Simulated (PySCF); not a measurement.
Al(F)(Cl)(vinyl) (C2H3AlClF), SMILES C=[CH][Al]([F])[Cl].

Geometry: PBE0-D3(BJ)/def2-SVP. The structure was generated by enumeration; whether it is a known compound was not checked. One conformer was computed; it need not be the lowest.

These are PySCF with PBE0-D3(BJ)/def2-SVP values and carry that method's errors.

Frequencies are harmonic and unscaled.

Computed vibrational spectrum:
| mode | ν (cm⁻¹) | IR (km/mol) | moving atoms (share of kinetic energy) |
|---|---|---|---|
| 1 | 87 | 1.1 | C 48 %, H 30 %, F 16 % |
| 2 | 104 | 1.3 | C 37 %, Cl 32 %, H 16 %, Al 8 % |
| 3 | 204 | 24.4 | F 56 %, Cl 21 %, Al 12 %, C 9 % |
| 4 | 227 | 29.5 | Al 55 %, H 25 %, F 10 % |
| 5 | 306 | 8.3 | C 53 %, H 17 %, Al 14 %, F 14 % |
| 6 | 476 | 67.6 | H 62 %, C 28 %, Al 10 % |
| 7 | 479 | 24.3 | Cl 43 %, C 22 %, Al 16 %, F 12 % |
| 8 | 700 | 148.4 | Al 48 %, C 32 %, H 13 % |
| 9 | 895 | 134.0 | F 50 %, Al 48 % |
| 10 | 993 | 15.3 | H 87 %, C 12 % |
| 11 | 1019 | 26.4 | H 72 %, C 28 % |
| 12 | 1055 | 14.8 | H 93 % |
| 13 | 1263 | 3.9 | H 71 %, C 29 % |
| 14 | 1418 | 23.7 | H 82 %, C 17 % |
| 15 | 1662 | 16.8 | C 84 %, H 16 % |
| 16 | 3129 | 11.5 | H 95 % |
| 17 | 3163 | 2.0 | H 92 %, C 8 % |
| 18 | 3225 | 4.0 | H 89 %, C 11 % |
